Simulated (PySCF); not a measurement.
C₅H₇O (SMILES C[C]=CC(C)=O), doublet, geometry from GFN2-xTB, with bond 12-5 at 2.0 times its length; PySCF with B3LYP/3-21G.

The PySCF input:
```python
from pyscf import gto, scf, dft

mol = gto.M(
    atom='''
C     2.75650541    0.36087670    0.56554134
C     1.37072756    0.06806774    0.28330247
C     0.18743720    0.54972892    0.02994208
C    -1.00731580   -0.29866867   -0.20415839
C    -2.26453742    0.49508700   -0.47651472
O    -0.99012776   -1.50544505   -0.18209384
H     3.02975488   -0.05410036    1.53641344
H     3.39217292   -0.10270150   -0.18982773
H     2.96063703    1.44010429    0.57779867
H    -0.01644073    1.62528458   -0.02994801
H    -2.12050728    1.11987264   -1.35609277
H    -2.69560894    1.79004552    1.21951766
H    -3.10142323   -0.17801558   -0.64177122
''',
    basis='3-21g',
    spin=1,
    verbose=4,
)

mf = dft.UKS(mol)
mf.xc = 'b3lyp'
mf.init_guess = '1e'
mf.kernel()
```

The log (banner, timings and long lists left out):

```
PySCF version 2.14.0

[INPUT] verbose = 4
[INPUT] num. atoms = 13
[INPUT] num. electrons = 45
[INPUT] charge = 0
[INPUT] spin (= nelec alpha-beta = 2S) = 1
[INPUT] symmetry False subgroup None
[INPUT] Mole.unit = angstrom
[INPUT] Symbol           X                Y                Z      unit          X                Y                Z       unit  Magmom
[INPUT]  1 C      2.756505410000   0.360876700000   0.565541340000 AA    5.209040285782   0.681958127737   1.068718244720 Bohr   0.0
[INPUT]  2 C      1.370727560000   0.068067740000   0.283302470000 AA    2.590299679793   0.128629386518   0.535364078713 Bohr   0.0
[INPUT]  3 C      0.187437200000   0.549728920000   0.029942080000 AA    0.354204973555   1.038837101553   0.056582330800 Bohr   0.0
[INPUT]  4 C     -1.007315800000  -0.298668670000  -0.204158390000 AA   -1.903550982947  -0.564401988288  -0.385803443132 Bohr   0.0
[INPUT]  5 C     -2.264537420000   0.495087000000  -0.476514720000 AA   -4.279355522629   0.935578837833  -0.900482315124 Bohr   0.0
[INPUT]  6 O     -0.990127760000  -1.505445050000  -0.182093840000 AA   -1.871070294729  -2.844878840082  -0.344107486570 Bohr   0.0
[INPUT]  7 H      3.029754880000  -0.054100360000   1.536413440000 AA    5.725406947764  -0.102234863640   2.903400615701 Bohr   0.0
[INPUT]  8 H      3.392172920000  -0.102701500000  -0.189827730000 AA    6.410277785966  -0.194077707582  -0.358722420548 Bohr   0.0
[INPUT]  9 H      2.960637030000   1.440104290000   0.577798670000 AA    5.594793140946   2.721402698911   1.091881241438 Bohr   0.0
[INPUT] 10 H     -0.016440730000   1.625284580000  -0.029948010000 AA   -0.031068476988   3.071342730679  -0.056593536876 Bohr   0.0
[INPUT] 11 H     -2.120507280000   1.119872640000  -1.356092770000 AA   -4.007178004346   2.116252583994  -2.562643934803 Bohr   0.0
[INPUT] 12 H     -2.695608940000   1.790045520000   1.219517660000 AA   -5.093962635529   3.382695783305   2.304554381470 Bohr   0.0
[INPUT] 13 H     -3.101423230000  -0.178015580000  -0.641771220000 AA   -5.860840501064  -0.336400692106  -1.212771840428 Bohr   0.0

nuclear repulsion = 204.629541516952
number of shells = 44
number of NR pGTOs = 111
number of NR cGTOs = 68
basis = 3-21g
ecp = {}

******** <class 'pyscf.dft.uks.UKS'> ********
method = UKS
initial guess = 1e
damping factor = 0
level_shift factor = 0
DIIS = <class 'pyscf.scf.diis.CDIIS'>
diis_start_cycle = 1
diis_space = 8
diis_damp = 0
SCF conv_tol = 1e-09
SCF conv_tol_grad = None
SCF max_cycles = 50
direct_scf = True
direct_scf_tol = 1e-13
number electrons alpha = 23  beta = 22
XC library pyscf.dft.libxc version 7.1.2
    S. Lehtola, C. Steigemann, M. J. T. Oliveira, and M. A. L. Marques,  SoftwareX 7, 1–5 (2018)
XC functionals = b3lyp
    P. J. Stephens, F. J. Devlin, C. F. Chabalowski, and M. J. Frisch,  J. Phys. Chem. 98, 11623 (1994)
radial grids:
    Treutler-Ahlrichs [JCP 102, 346 (1995); DOI:10.1063/1.469408] (M4) radial grids

becke partition: Becke, JCP 88, 2547 (1988); DOI:10.1063/1.454033
pruning grids: <function nwchem_prune>
grids dens level: 3
symmetrized grids: False
atomic radii adjust function: <function treutler_atomic_radii_adjust>
small_rho_cutoff = 0
Set gradient conv threshold to 3.16228e-05
Initial guess from hcore.

tot grids = 153328
init E= -208.070370688611

cycle= 1 E= -197.068966760276  delta_E=   11  |g|= 4.92  |ddm|= 31.7

cycle= 2 E= -192.994654584932  delta_E= 4.07  |g|= 6.14  |ddm|= 32.2

cycle= 3 E= -241.983475011216  delta_E=  -49  |g|= 5.16  |ddm|= 21.8
cycle= 4 E= -254.440702529536  delta_E= -12.5  |g|= 3.33  |ddm|= 20.4
cycle= 5 E= -257.466623656128  delta_E= -3.03  |g|= 3.26  |ddm|= 15.6
cycle= 6 E= -265.507883722974  delta_E= -8.04  |g|= 1.79  |ddm|= 13.8
cycle= 7 E= -267.501151220451  delta_E= -1.99  |g|= 0.98  |ddm|= 2.77
cycle= 8 E= -267.633418280975  delta_E= -0.132  |g|= 0.803  |ddm|= 2.12
cycle= 9 E= -267.857037276823  delta_E= -0.224  |g|= 0.536  |ddm|= 1.91
cycle= 10 E= -268.208583389661  delta_E= -0.352  |g|= 0.199  |ddm|= 1.01
cycle= 11 E= -268.22712692254  delta_E= -0.0185  |g|= 0.126  |ddm|= 0.379
cycle= 12 E= -268.234922776311  delta_E= -0.0078  |g|= 0.0375  |ddm|= 0.163
cycle= 13 E= -268.235667736327  delta_E= -0.000745  |g|= 0.0389  |ddm|= 0.0802
cycle= 14 E= -268.236612508527  delta_E= -0.000945  |g|= 0.0187  |ddm|= 0.05
cycle= 15 E= -268.237100462768  delta_E= -0.000488  |g|= 0.0096  |ddm|= 0.0383
cycle= 16 E= -268.237397017683  delta_E= -0.000297  |g|= 0.00687  |ddm|= 0.0298
cycle= 17 E= -268.237727775073  delta_E= -0.000331  |g|= 0.00587  |ddm|= 0.0332
cycle= 18 E= -268.237829542754  delta_E= -0.000102  |g|= 0.00596  |ddm|= 0.0111
cycle= 19 E= -268.237587733155  delta_E= 0.000242  |g|= 0.00583  |ddm|= 0.0243
cycle= 20 E= -268.237412880039  delta_E= 0.000175  |g|= 0.00571  |ddm|= 0.0183
cycle= 21 E= -268.237318816128  delta_E= 9.41e-05  |g|= 0.00544  |ddm|= 0.0103
cycle= 22 E= -268.23707833591  delta_E= 0.00024  |g|= 0.00558  |ddm|= 0.0272
cycle= 23 E= -268.236807314953  delta_E= 0.000271  |g|= 0.00456  |ddm|= 0.0361
cycle= 24 E= -268.236430358656  delta_E= 0.000377  |g|= 0.00321  |ddm|= 0.106
cycle= 25 E= -268.236456210671  delta_E= -2.59e-05  |g|= 0.00128  |ddm|= 0.0188
cycle= 26 E= -268.236442237134  delta_E= 1.4e-05  |g|= 0.00061  |ddm|= 0.0248
cycle= 27 E= -268.236442341733  delta_E= -1.05e-07  |g|= 0.000182  |ddm|= 0.00378
cycle= 28 E= -268.236442363229  delta_E= -2.15e-08  |g|= 0.000129  |ddm|= 0.000652
cycle= 29 E= -268.236442386824  delta_E= -2.36e-08  |g|= 6.01e-05  |ddm|= 0.000553
cycle= 30 E= -268.236442391752  delta_E= -4.93e-09  |g|= 3.13e-05  |ddm|= 0.000227
cycle= 31 E= -268.236442388042  delta_E= 3.71e-09  |g|= 2.78e-05  |ddm|= 0.000302
cycle= 32 E= -268.236442388337  delta_E= -2.96e-10  |g|= 7.34e-06  |ddm|= 4.86e-05
Extra cycle  E= -268.23644238851  delta_E= -1.72e-10  |g|= 8.06e-06  |ddm|= 2.66e-05
converged SCF energy = -268.23644238851  <S^2> = 0.76149865  2S+1 = 2.0114658
```
